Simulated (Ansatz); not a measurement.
The same path of BrH + ClH3Sn (7 atoms, charge 0, multiplicity 1) was run twice with different band settings. Lost on the way: Sn1–Cl2, Br6–H7. Made: Sn1–Br6, Cl2–H7.

Level of theory: RKS B3LYP/def2-SVP in Ansatz 0.2.0.

Relaxed end points:

```xyz
7
Properties=species:S:1:pos:R:3
Sn 0.337 0.000 -0.172
Cl 0.154 0.000 2.221
H 2.023 0.000 -0.477
H -0.433 1.432 -0.701
H -0.433 -1.432 -0.701
Br -3.651 0.000 1.798
H -2.278 0.000 2.231
```

```xyz
7
Properties=species:S:1:pos:R:3
Sn -0.430 0.000 -0.612
Cl -0.047 0.000 3.705
H 0.854 0.000 0.515
H -0.504 1.425 -1.560
H -0.504 -1.425 -1.560
Br -2.561 0.000 0.782
H -1.087 0.000 2.927
```

Common settings: spring 5.0 eV/Å²; optimiser quadratic models (default); start path through a guess of the saddle point; force threshold 0.03 eV/Å; iteration limit 60; end points relaxed.

| run | movable images | climbing image |
| --- | --- | --- |
| 1 | 5 | yes |
| 2 | 6 | no |

Q: What does each run give, and how far can it be trusted?

A: Run 1: converged after 8 iterations, highest image 0.915 eV above the first end. A vibrational analysis at the climbing image gives one clearly imaginary mode, 333i cm⁻¹: a first-order saddle point.
Run 2: converged after 9 iterations, highest image 0.801 eV above the first end. No image climbed, so the highest image needn't sit at the top of the path.
The orbitals stay closed-shell, which can raise the energy where a bond breaks towards radicals; this wasn't checked here.
